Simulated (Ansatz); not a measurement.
Cost and result for the atomization energy of `[SiH3]C([SiH3])=[Se]` (10 atoms, 9 bonds).

| atom | x (Å) | y (Å) | z (Å) |
| --- | --- | --- | --- |
| Si1 | -0.919 | -0.680 | 1.178 |
| C2 | -0.165 | -0.474 | -0.528 |
| Si3 | 1.011 | 0.945 | -0.884 |
| Se4 | -0.565 | -1.625 | -1.808 |
| H5 | -2.082 | -1.596 | 1.130 |
| H6 | 0.135 | -1.222 | 2.079 |
| H7 | -1.324 | 0.655 | 1.699 |
| H8 | 1.759 | 0.703 | -2.138 |
| H9 | 0.203 | 2.190 | -0.990 |
| H10 | 1.947 | 1.104 | 0.264 |

Total charge 0; spin multiplicity 1. Correlated methods include outer-core shells of Se, which these sets cover unevenly. Scalar relativity is left out up to krypton. The structure was optimised at the PBE0-D4/def2-TZVP level. Program: Ansatz. Hardware: A = 2 threads of an AMD EPYC 7R13 on a shared host; B = 2 threads of an AMD EPYC 7R13 on a shared host and a share of an NVIDIA H100 80 GB. Times are those of one run each, without the atoms' runs, and a repeat can differ threefold. Electronic energies, without spin–orbit coupling; frozen cores. CCSD(T)/CBS adds CCSD(T) − MP2 in def2-TZVPP to the MP2 limit, and its time is that of the two runs behind it. T1 = 0.014; the RHF reference is unstable towards UHF. With those shells the extrapolation isn't a true limit. B3LYP takes the VWN-RPA correlation (the form of Gaussian; ORCA's B3LYP/G). HSE06 is the plane-wave form, built on full-range PBE exchange.

CCSD(T)/CBS is a level of theory with its own doubt, some kJ/mol a heavy atom from the limit and from the frozen cores, so smaller differences don't rank the functionals.

```json
{"level": "revPBE-D4/def2-TZVPP [A]", "functions": "247", "wall time": "3.2 s", "atomization (kcal/mol)": "716.9", "difference from CCSD(T)/CBS": "-14.9", "per bond": "-1.7"}
{"level": "MP2/def2-QZVPP [B]", "functions": "466", "wall time": "4.3 s", "atomization (kcal/mol)": "724.8", "difference from CCSD(T)/CBS": "-7.0", "per bond": "-0.8"}
{"level": "CCSD(T)/def2-TZVPP [B]", "functions": "247", "wall time": "4.4 s", "atomization (kcal/mol)": "710.9", "difference from CCSD(T)/CBS": "-20.9", "per bond": "-2.3"}
{"level": "PBE0-D4/def2-TZVPP [A]", "functions": "247", "wall time": "5 s", "atomization (kcal/mol)": "721.1", "difference from CCSD(T)/CBS": "-10.7", "per bond": "-1.2"}
{"level": "HSE06-D4/def2-TZVPP [A]", "functions": "247", "wall time": "6 s", "atomization (kcal/mol)": "721.4", "difference from CCSD(T)/CBS": "-10.4", "per bond": "-1.2"}
{"level": "CAM-B3LYP-D4/def2-TZVPP [A]", "functions": "247", "wall time": "6.5 s", "atomization (kcal/mol)": "726.3", "difference from CCSD(T)/CBS": "-5.5", "per bond": "-0.6"}
{"level": "r2SCAN-D4/def2-TZVPP (with forces) [A]", "functions": "247", "wall time": "7 s", "atomization (kcal/mol)": "728.2", "difference from CCSD(T)/CBS": "-3.6", "per bond": "-0.4"}
{"level": "B3LYP-D4/def2-TZVPP (with forces) [A]", "functions": "247", "wall time": "7.5 s", "atomization (kcal/mol)": "727.7", "difference from CCSD(T)/CBS": "-4.1", "per bond": "-0.5"}
{"level": "CCSD(T)/CBS(def2)", "functions": "–", "wall time": "8.7 s", "atomization (kcal/mol)": "731.8", "difference from CCSD(T)/CBS": "0.0", "per bond": "0.0"}
{"level": "PBE-QIDH/def2-TZVPP [A]", "functions": "247", "wall time": "9 s", "atomization (kcal/mol)": "718.8", "difference from CCSD(T)/CBS": "-13.0", "per bond": "-1.4"}
{"level": "CCSD(T)/def2-SVP [A]", "functions": "112", "wall time": "10 s", "atomization (kcal/mol)": "680.5", "difference from CCSD(T)/CBS": "-51.3", "per bond": "-5.7"}
{"level": "B97M-V/def2-TZVPP [A]", "functions": "247", "wall time": "12 s", "atomization (kcal/mol)": "729.9", "difference from CCSD(T)/CBS": "-1.9", "per bond": "-0.2"}
{"level": "B2PLYP/def2-TZVPP [A]", "functions": "247", "wall time": "12 s", "atomization (kcal/mol)": "717.9", "difference from CCSD(T)/CBS": "-13.9", "per bond": "-1.6"}
```

From r2SCAN to r2SCAN0 (25 % exact exchange), in def2-TZVPP and without D4, the atomization energy moves by −9.9 kcal/mol: exact exchange takes away binding that semilocal exchange gives to molecules. The D4 term adds +10.7 kcal/mol with B3LYP and +5.6 kcal/mol with PBE0; it sums over pairs of atoms, weighted by their polarisabilities, and B3LYP, whose exchange is more repulsive, gets the larger term. Leaving LDA and LC-ωPBE aside and taking each functional with its dispersion term where it has one, the values, not all of them listed here, spread over 18.3 kcal/mol, from BHLYP-D4 to ωB97X-V. LDA lies +94.6 kcal/mol from PBE without D4, its usual overbinding.
